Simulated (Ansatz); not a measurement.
Input file for `[Cl][Al@H-]1[F+][Al@@H-]([Cl])[F+]1`:

```yaml
crystal:
  periodic: [false, false, false]
  atoms:
    - {symbol: Cl, position_ang: [0.366226, 2.258243, 1.760071]}
    - {symbol: Al, position_ang: [1.065313, 0.710961, 0.556989]}
    - {symbol: F, position_ang: [0.102717, 0.641829, -0.984324]}
    - {symbol: Al, position_ang: [-0.887782, -0.849321, -0.664148]}
    - {symbol: Cl, position_ang: [-2.857573, -0.317129, -0.255612]}
    - {symbol: F, position_ang: [0.097203, -0.797630, 0.863645]}
    - {symbol: H, position_ang: [2.568970, 0.384421, 0.307101]}
    - {symbol: H, position_ang: [-0.455084, -2.031366, -1.583711]}
basis:
  gaussian: {orbitals: def2-TZVPP}
correlation: {method: ccsd_t}
output: {orbitals: {seedname: orbitals}}
```

```sh
$ ansatz run in.yaml --threads 4 --pin off --events-out ev --progress --plain
```

Log, shortened:

```
Functional definition: HF
1560 factors; integrals over basis functions are off by at most 1.3e-3 eV
mean field evaluation 1: about -43626.9612 eV, gradient 3.7e1 eV
mean field evaluation 2: about -43627.1879 eV, gradient 3.7e1 eV
mean field evaluation 4: about -43630.0474 eV, gradient 2.6e0 eV
mean field evaluation 8: about -43630.0945 eV, gradient 1.8e-1 eV
mean field -43630.09460703 eV, -1603.3764032682 hartree, gradient 7.3e-6 eV, S^2 0.000000; 0 other end points of the search recorded, 0 dependent functions left out
22 core orbitals not correlated: weight in the atoms' cores, before any rotation towards them, 1.000 or more for the frozen orbitals, at most 0.000 for the correlated occupied ones
reference -43630.09460703 eV, -1603.3764032682 hartree; 18, 18 occupied and 218, 218 virtual orbitals, 1560 factors
second order -28.16567897 eV of doubles, -0.00000000 eV of singles
cycle   1  -28.76227301 eV  change   -6.0e-1 eV  update   1.0e-1
cycle   2  -29.33613274 eV  change   -5.7e-1 eV  update   2.8e-2
cycle   3  -29.45829716 eV  change   -1.2e-1 eV  update   1.4e-2
cycle   4  -29.44258973 eV  change    1.6e-2 eV  update   2.6e-3
cycle   5  -29.44146913 eV  change    1.1e-3 eV  update   9.7e-4
cycle   6  -29.44195141 eV  change   -4.8e-4 eV  update   2.7e-4
cycle   7  -29.44174204 eV  change    2.1e-4 eV  update   8.8e-5
cycle   8  -29.44171361 eV  change    2.8e-5 eV  update   2.3e-5
perturbative correction -0.97395645 eV, -0.0357922392 hartree
Total energy: -43660.51027709 eV, -1604.4941585263 hartree
```

It took 110 s on 4 threads of a server CPU on a shared host, with 5.5 GiB of host memory at the peak.

Correlation energy per correlated electron: -0.845 eV. T1 diagnostic: 0.0096.
